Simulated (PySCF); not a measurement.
## Core-level binding energies of `CC1[CH2][GeH2][CH2]1`

C4H10Ge.
Z-matrix (Å and degrees, PBE0-D3(BJ)/def2-SVP geometry), rows numbered from 1:
```
C 
C   1  1.5218
C   2  1.5550  1  111.46
Ge  3  1.9775  2   88.79  1    98.56
C   2  1.5554  1  111.48  3   112.73
H   1  1.1035  2  111.25  3   -56.55
H   1  1.1012  2  111.21  3    63.16
H   1  1.1010  2  111.23  3  -176.31
H   2  1.1048  1  108.31  3  -123.64
H   3  1.0994  2  115.66  1   -25.33
H   3  1.1008  2  112.26  1  -150.57
H   4  1.5418  3  116.40  2   -96.47
H   4  1.5426  3  118.41  2   130.71
H   5  1.0994  2  115.64  1    25.39
H   5  1.1008  2  112.26  1   150.64
```

Method used: delta-SCF UKS SCAN, pcX-2 on the ionised atom, pcseg-1 elsewhere, spin-free X2C (PySCF). Each binding energy is the total energy of the core-ionised species, with the hole localised on one atom, minus that of the ground state; both are solved self-consistently, so orbital relaxation is included.

Q: What binding energy does each computed site have?

A: 
```
atom(s)      bonded to  level  binding energy (eV)  above the level's lowest (eV)  count
     C2      3 C and H   C 1s               290.53                          +0.75      1
     C1      C and 3 H   C 1s               290.44                          +0.66      1
  C3/C5  C, 2 H and Ge   C 1s               289.78                           0.00      2
```

The listed C 1s values span 0.75 eV, from C3/C5 (bonded to C, 2 H and Ge) to C2 (bonded to 3 C and H). The widest gap between neighbouring values is 0.66 eV, between 289.78 and 290.44 eV. Summing the Pauling electronegativity differences to the bonded atoms, each weighted by its formal bond order, gives -1.24 for the lowest site and -0.35 for the highest; no listed site has a larger sum than the highest.

Q: Which photon wavelength matches the C 1s of C2 threshold?

A: λ = hc/E = 12398.42 eV Å / 290.53 eV = 42.675 Å.

Atoms equivalent by their bonding share one computed value, that of the first of them. No level of germanium is listed. The structure is a single PBE0-D3(BJ)/def2-SVP conformer in the gas phase; no vibrational or solvent corrections.
